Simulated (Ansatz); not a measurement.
`N=CC[SiH3]` + H₂ → SiH₄ + `CC=N` at 700 K and 1 bar (hydrogenolysis of the Si–C bond).

Calculated with Ansatz (gas phase, PBE0-D4/def2-TZVP geometries, no zero-point term in ΔE). CBS: MP2 limit from def2 TZ/QZ plus the TZ coupled-cluster correction, frozen cores. This one scheme is used for every species. Each species was taken in one conformer, which may not be the lowest.

```csv
species,CCSD(T)/CBS energy (Eh),H − E (kJ/mol),S (J/(mol·K))
`N=CC[SiH3]`,-424.07126,292.2,426.6
H₂,-1.17544,46.8,155.3
SiH₄,-291.46306,115.5,252.9
`CC=N`,-133.79309,226.8,331.3
```

H − E and S are ideal-gas, rigid-rotor, harmonic terms from PBE0-D4/def2-TZVP, for one conformer and one mirror image of each species. The MP2-based limit puts H₂ 0.8 mEh under its directly extrapolated value; such offsets cancel only in part. 1 Eh = 2625.50 kJ/mol, R = 8.31446 J/(mol·K).

Task: By hand: ΔE, ΔH, ΔS and ΔG.

Result: ΔE = (-291.46306) + (-133.79309) − (-424.07126) − (-1.17544) = -0.00945 Eh = -24.8 kJ/mol. Δ(H − E) = 115.5 + 226.8 − 292.2 − 46.8 = 3.3, so ΔH = -21.5 kJ/mol. ΔS = 252.9 + 331.3 − 426.6 − 155.3 = 2.3 J/(mol·K). ΔG = -21.5 − 700 × (2.3)/1000 = -23.1 kJ/mol.

Task: By hand: the equilibrium constant, and the temperature at which ΔG would vanish if ΔH and ΔS stayed fixed.

Result: log₁₀ K = −ΔG/(RT ln 10) = 1.7. ΔH and −TΔS have one sign here, so there is no such temperature. One of them is within its doubt of zero, so this could turn.

The number of gas molecules stays the same, so ΔS is small and ΔH decides. A doubt of 5 kJ/mol in ΔE shifts log₁₀ K by 0.4 here. Other conformers and mirror images would add mixing entropy, several J/(mol·K) or more a flexible species. These are equilibria of isolated gas molecules and say nothing of rates. Largest T1 diagnostic: 0.012 (customary marks: 0.02 for closed shells, 0.045 for open ones).
